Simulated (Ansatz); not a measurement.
`O[SiH](O)O[SiH2]F` and `O[SiH](O)O` differ in one atom or group.

Ansatz, PBE0-D4/def2-TZVP geometries, multiplicity 1. Each molecule was computed in one conformer, which needn't be the lowest.

```tsv
property	`O[SiH](O)O[SiH2]F`
LUMO energy (PBE0/def2-TZVPP) / eV	0.47
LUMO energy (ωB97M-V/def2-TZVPP) / eV	1.92
HOMO energy (ωB97M-V/def2-TZVPP) / eV	-11.32
HOMO–LUMO gap (PBE/def2-TZVPP) / eV	7.14
HOMO–LUMO gap (B3LYP/def2-TZVPP) / eV	8.94
HOMO–LUMO gap (ωB97M-V/def2-TZVPP) / eV	13.24
```

(1) Give the same properties after the change, and the shifts. (Best estimate.)

Results:

(1) The calculation gave: 
```tsv
property	`O[SiH](O)O`	shift
LUMO energy (PBE0/def2-TZVPP) / eV	0.76	0.29
LUMO energy (ωB97M-V/def2-TZVPP) / eV	2.20	0.28
HOMO energy (ωB97M-V/def2-TZVPP) / eV	-11.44	-0.12
HOMO–LUMO gap (PBE/def2-TZVPP) / eV	7.31	0.17
HOMO–LUMO gap (B3LYP/def2-TZVPP) / eV	9.19	0.25
HOMO–LUMO gap (ωB97M-V/def2-TZVPP) / eV	13.65	0.41
```

Positive LUMOs are unbound, so they and the gaps depend on the basis.

B3LYP here is the variant with VWN-RPA as its local correlation; programs differ in this.
